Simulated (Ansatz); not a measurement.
Saddle point of BH$_{2}$SOF, closed shell (BH₂SOF ([OH][B]([F])[SH]) → BOF + H₂S; bonds formed: S2–H4; bonds broken: B1–S2, O3–H4), PBE0-D4/def2-TZVP structure:

```xyz
6
angstrom
B -0.7263 -0.3156 -0.2991
S 0.5796 0.7889 0.9365
O -0.3245 0.0211 -1.4515
H 0.6212 0.7889 -0.5449
F -1.6091 -1.0599 0.3212
H 1.4591 -0.2234 1.0378
```

Energies are electronic, without zero-point energy. Barriers and step energies count from the start structure reached by relaxing down the imaginary mode; all methods use the PBE0-D4 structures, on which another method's saddle can fall below an end. Program: Ansatz 0.2.0. Basis: def2-TZVPP, with def2-QZVPP for the basis limit. Cores are frozen in the correlated methods. B3LYP uses VWN-RPA correlation. Extrapolation: Hartree–Fock as exp(−7.88 √X), correlation as X^−2.97.

| method | barrier (kcal/mol) | step energy (kcal/mol) |
| --- | --- | --- |
| SPW92 | 43.99 | 42.87 |
| PBE-D4 | 44.94 | 36.48 |
| BLYP-D4 | 45.71 | 31.14 |
| r2SCAN-D4 | 49.74 | 39.28 |
| B97M-V | ? | 37.84 |
| PBE0-D4 | 51.40 | 40.38 |
| B3LYP-D4 | 51.06 | 35.09 |
| r2SCAN0-D4 | 54.09 | 41.81 |
| BHLYP-D4 | 58.31 | 39.21 |
| CAM-B3LYP-D4 | 53.58 | 37.44 |
| wB97X-V | 54.35 | 39.21 |
| wB97M-V | ? | 37.62 |
| B2PLYP | 51.90 | 35.43 |
| PBE-QIDH | ? | 41.22 |
| RPA on PBE | 51.92 | 35.14 |
| HF | 68.17 | 39.30 |
| MP2 | 51.96 | 36.67 |
| CCSD | 56.88 | 37.92 |
| CCSD(T) | 53.80 | 37.30 |

**Question.** Fill in the withheld barriers. (An estimate is asked for; the value comes from the calculation.)

**Answer.** Computed: B97M-V 53.11; PBE-QIDH 54.48; wB97M-V 52.91 kcal/mol. Each is the energy of the saddle less that of the start structure, by the same method.

For comparison, the barrier by CCSD(T) at an estimated basis limit (MP2 extrapolated from triple and quadruple zeta, plus CCSD(T) − MP2 in triple zeta) is 53.52 kcal/mol.

No T1 diagnostic of these runs exceeds 0.016.

Labels in which every atom is bracketed show which atoms are joined, not bond orders.

For scale, one of the runs: CCSD(T)/def2-TZVPP, 163 basis functions, launched by `ansatz run in.yaml --threads 2 --pin off --events-out ev --progress --plain --max-ram 4352MiB`. Time: 28 s of wall clock on 2 CPU threads of an Arm Neoverse V2; the host was shared. Peak host memory: 1.3 GiB.
